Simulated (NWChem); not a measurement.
System: SiH3Cl; SMILES Cl[SiH3]

```xyz
5

Si     0.0000     0.0000    -0.9600
Cl     0.0000     0.0000     1.1078
H     -0.7872    -1.1686    -1.4420
H      1.4056    -0.0975    -1.4420
H     -0.6184     1.2661    -1.4420
```
Atoms are numbered in this order, from 1.

Coordinates come from a PBE0/def2-SVP optimisation.

 Unshifted, non-relativistic core excitations; the lowest 4 roots alone, so stronger bands may lie above.

List the first Si K-edge excitations from PBE0/cc-pVTZ, restricted-window TDA (NWChem).


```tsv
state	energy (eV)	dipole oscillator strength	leading excitation (squared amplitude)
S1	1801.6	0.0043	1s of atom 1 or its equivalents → LUMO (0.98)
S2	1803.1	0.0031	1s of atom 1 or its equivalents → LUMO+1 (0.60)
S3	1803.1	0.0031	1s of atom 1 or its equivalents → LUMO+2 (0.60)
S4	1803.4	0.0001	1s of atom 1 or its equivalents → LUMO+3 (0.99)
```
